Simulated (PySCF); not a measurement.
Br2Ge, singlet, geometry from GFN2-xTB, with bond 3-1 at 1.5 times its length; HF/3-21G (PySCF).

The PySCF input:
```python
from pyscf import gto, scf

mol = gto.Mole()
mol.atom = '''
    Ge    0.01682949    0.00687689    1.03311619
    Br    1.00009172   -1.51961211   -0.47860423
    Br   -1.53163276    2.26654856   -1.21549681
'''
mol.basis = '3-21g'
mol.verbose = 4
mol.build()

mf = scf.RHF(mol)
mf.kernel()
mo_i, mo_e, stable_i, stable_e = mf.stability(internal=True, external=True, return_status=True, nroots=6, tol=1e-6)
print('internally stable:', stable_i, ' externally stable:', stable_e)
if not stable_e:
    umf = mf.to_uhf() if not hasattr(mf, 'xc') else mf.to_uks()
    umf.scf_summary = {}
    umf.kernel(umf.make_rdm1(mo_e, umf.mo_occ))
```

Task: Write the output that PySCF gives for this input, abridged.

Result: 
```
PySCF version 2.14.0

[INPUT] verbose = 4
[INPUT] num. atoms = 3
[INPUT] num. electrons = 102
[INPUT] charge = 0
[INPUT] spin (= nelec alpha-beta = 2S) = 0
[INPUT] symmetry False subgroup None
[INPUT] Mole.unit = angstrom
[INPUT] Symbol           X                Y                Z      unit          X                Y                Z       unit  Magmom
[INPUT]  1 Ge     0.016829490000   0.006876890000   1.033116190000 AA    0.031803126916   0.012995438689   1.952306653954 Bohr   0.0
[INPUT]  2 Br     1.000091720000  -1.519612110000  -0.478604230000 AA    1.889899450245  -2.871650703472  -0.904430916758 Bohr   0.0
[INPUT]  3 Br    -1.531632760000   2.266548560000  -1.215496810000 AA   -2.894366439812   4.283156026427  -2.296956076182 Bohr   0.0

nuclear repulsion = 558.581940903949
number of shells = 30
number of NR pGTOs = 162
number of NR cGTOs = 66
basis = 3-21g
ecp = {}

******** <class 'pyscf.scf.hf.RHF'> ********
method = RHF
initial guess = minao
damping factor = 0
level_shift factor = 0
DIIS = <class 'pyscf.scf.diis.CDIIS'>
diis_start_cycle = 1
diis_space = 8
diis_damp = 0
SCF conv_tol = 1e-09
SCF conv_tol_grad = None
SCF max_cycles = 50
direct_scf = True
direct_scf_tol = 1e-13
Set gradient conv threshold to 3.16228e-05
Initial guess from minao.
init E= -7177.64756141902
cycle= 1 E= -7185.31940638806  delta_E= -7.67  |g|= 0.458  |ddm|= 1.48
cycle= 2 E= -7185.38748832801  delta_E= -0.0681  |g|= 0.311  |ddm|= 1.42
cycle= 3 E= -7185.43110582703  delta_E= -0.0436  |g|= 0.0336  |ddm|= 0.56
cycle= 4 E= -7185.43256892111  delta_E= -0.00146  |g|= 0.0157  |ddm|= 0.114
cycle= 5 E= -7185.43296641747  delta_E= -0.000397  |g|= 0.0073  |ddm|= 0.059
cycle= 6 E= -7185.43310770921  delta_E= -0.000141  |g|= 0.00259  |ddm|= 0.043
cycle= 7 E= -7185.43312715143  delta_E= -1.94e-05  |g|= 0.000489  |ddm|= 0.0188
cycle= 8 E= -7185.43312789457  delta_E= -7.43e-07  |g|= 0.000136  |ddm|= 0.00356
cycle= 9 E= -7185.43312793918  delta_E= -4.46e-08  |g|= 3.42e-05  |ddm|= 0.000808
cycle= 10 E= -7185.43312794154  delta_E= -2.36e-09  |g|= 7.58e-06  |ddm|= 0.000187
cycle= 11 E= -7185.43312794168  delta_E= -1.4e-10  |g|= 2.78e-06  |ddm|= 3.75e-05
Extra cycle  E= -7185.43312794168  delta_E= 1.82e-12  |g|= 1.74e-06  |ddm|= 1.01e-05
converged SCF energy = -7185.43312794168
rhf_internal: lowest eigs of H = [0.28893991 0.35400167 0.38913485 0.42237753 0.47043593 0.7122979 ]
<class 'pyscf.scf.hf.RHF'> wavefunction is stable in the internal stability analysis
rhf_real2complex: lowest eigs of H = [0.06156072 0.07557099 0.08450143 0.10007827 0.11676136 0.11899589]
<class 'pyscf.scf.hf.RHF'> wavefunction is stable in the real -> complex stability analysis
rhf_external: lowest eigs of H = [-0.05119275  0.03314783  0.06044812  0.06070639  0.09524296  0.10992982]
<class 'pyscf.scf.hf.RHF'> wavefunction has an RHF/RKS -> UHF/UKS instability
internally stable: True  externally stable: False

******** <class 'pyscf.scf.uhf.UHF'> ********
method = UHF
initial guess = minao
damping factor = 0
level_shift factor = 0
DIIS = <class 'pyscf.scf.diis.CDIIS'>
diis_start_cycle = 1
diis_space = 8
diis_damp = 0
SCF conv_tol = 1e-09
SCF conv_tol_grad = None
SCF max_cycles = 50
direct_scf = True
direct_scf_tol = 1e-13
number electrons alpha = 51  beta = 51
Set gradient conv threshold to 3.16228e-05
init E= -7185.35238377029
cycle= 1 E= -7185.4387049469  delta_E= -0.0863  |g|= 0.0837  |ddm|= 0.643
cycle= 2 E= -7185.44515480403  delta_E= -0.00645  |g|= 0.0203  |ddm|= 0.191
cycle= 3 E= -7185.4458460882  delta_E= -0.000691  |g|= 0.00832  |ddm|= 0.0451
cycle= 4 E= -7185.44599522714  delta_E= -0.000149  |g|= 0.00238  |ddm|= 0.0285
cycle= 5 E= -7185.44600839501  delta_E= -1.32e-05  |g|= 0.00113  |ddm|= 0.00702
cycle= 6 E= -7185.44601466311  delta_E= -6.27e-06  |g|= 0.000446  |ddm|= 0.0062
cycle= 7 E= -7185.44601579319  delta_E= -1.13e-06  |g|= 0.000175  |ddm|= 0.00305
cycle= 8 E= -7185.44601602296  delta_E= -2.3e-07  |g|= 0.00013  |ddm|= 0.00112
cycle= 9 E= -7185.4460162283  delta_E= -2.05e-07  |g|= 9.63e-05  |ddm|= 0.00124
cycle= 10 E= -7185.44601639335  delta_E= -1.65e-07  |g|= 7.13e-05  |ddm|= 0.00134
cycle= 11 E= -7185.44601651504  delta_E= -1.22e-07  |g|= 4.9e-05  |ddm|= 0.00145
cycle= 12 E= -7185.44601657438  delta_E= -5.93e-08  |g|= 2.54e-05  |ddm|= 0.00122
cycle= 13 E= -7185.44601658796  delta_E= -1.36e-08  |g|= 6.75e-06  |ddm|= 0.000751
cycle= 14 E= -7185.44601658834  delta_E= -3.85e-10  |g|= 2.71e-06  |ddm|= 0.000102
Extra cycle  E= -7185.44601658836  delta_E= -1.91e-11  |g|= 1.68e-06  |ddm|= 1.02e-05
converged SCF energy = -7185.44601658836  <S^2> = 0.70711114  2S+1 = 1.9566411
```
